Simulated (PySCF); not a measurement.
Si(F)2(Cl)(NH2) (ClF₂H₂NSi), SMILES N[Si](F)(F)Cl.

Coordinates come from a PBE-D3(BJ)/def2-SVP optimisation. One conformer was computed; it need not be the lowest.

Level of theory: PySCF with TDDFT-ωB97X/def2-SVPD.

Vertical excitations.  State labels are in the subgroup Cs.

Computed UV-visible absorptions:
```json
[
 {"state": "S1", "symmetry": "A'", "energy (eV)": "7.60", "λ (nm)": "163", "f": "0.078", "main pairs": "HOMO→LUMO 84 %"},
 {"state": "S2", "symmetry": "A\"", "energy (eV)": "8.60", "λ (nm)": "144", "f": "0.000", "main pairs": "HOMO→LUMO+2 58 %, HOMO→LUMO+4 35 %"},
 {"state": "S3", "symmetry": "A'", "energy (eV)": "8.84", "λ (nm)": "140", "f": "0.061", "main pairs": "HOMO→LUMO+1 37 %, HOMO−2→LUMO 36 %"},
 {"state": "S4", "symmetry": "A\"", "energy (eV)": "8.89", "λ (nm)": "140", "f": "0.043", "main pairs": "HOMO−1→LUMO 68 %, HOMO−1→LUMO+1 16 %"},
 {"state": "S5", "symmetry": "A\"", "energy (eV)": "9.56", "λ (nm)": "130", "f": "0.003", "main pairs": "HOMO→LUMO+7 36 %, HOMO→LUMO+4 27 %, HOMO→LUMO+2 26 %"},
 {"state": "S6", "symmetry": "A'", "energy (eV)": "9.56", "λ (nm)": "130", "f": "0.051", "main pairs": "HOMO−2→LUMO 34 %, HOMO→LUMO+1 28 %, HOMO→LUMO+5 11 %, HOMO→LUMO+6 7 %"},
 {"state": "S7", "symmetry": "A'", "energy (eV)": "10.10", "λ (nm)": "123", "f": "0.010", "main pairs": "HOMO→LUMO+3 29 %, HOMO→LUMO+5 28 %, HOMO−1→LUMO+2 15 %"},
 {"state": "S8", "symmetry": "A'", "energy (eV)": "10.15", "λ (nm)": "122", "f": "0.014", "main pairs": "HOMO−1→LUMO+2 34 %, HOMO→LUMO+5 13 %, HOMO−1→LUMO+4 9 %, HOMO−2→LUMO+6 9 %"},
 {"state": "S9", "symmetry": "A\"", "energy (eV)": "10.20", "λ (nm)": "122", "f": "0.000", "main pairs": "HOMO−2→LUMO+2 68 %, HOMO−2→LUMO+4 18 %"},
 {"state": "S10", "symmetry": "A\"", "energy (eV)": "10.34", "λ (nm)": "120", "f": "0.038", "main pairs": "HOMO−1→LUMO+5 29 %, HOMO−1→LUMO+1 23 %, HOMO−1→LUMO+6 20 %, HOMO−1→LUMO 19 %"},
 {"state": "T1", "symmetry": "A'", "energy (eV)": "7.17", "λ (nm)": "173", "f": "0", "main pairs": "HOMO→LUMO 80 %"},
 {"state": "T2", "symmetry": "A'", "energy (eV)": "8.34", "λ (nm)": "149", "f": "0", "main pairs": "HOMO−2→LUMO 33 %, HOMO→LUMO+1 32 %, HOMO→LUMO+8 7 %, HOMO−2→LUMO+1 6 %"},
 {"state": "T3", "symmetry": "A\"", "energy (eV)": "8.38", "λ (nm)": "148", "f": "0", "main pairs": "HOMO−1→LUMO 54 %, HOMO−1→LUMO+1 20 %"},
 {"state": "T4", "symmetry": "A\"", "energy (eV)": "8.48", "λ (nm)": "146", "f": "0", "main pairs": "HOMO→LUMO+2 54 %, HOMO→LUMO+4 39 %"}
]
```
Triplets are in the Tamm–Dancoff approximation, which puts them higher than full response would, so one can lie above its singlet here.
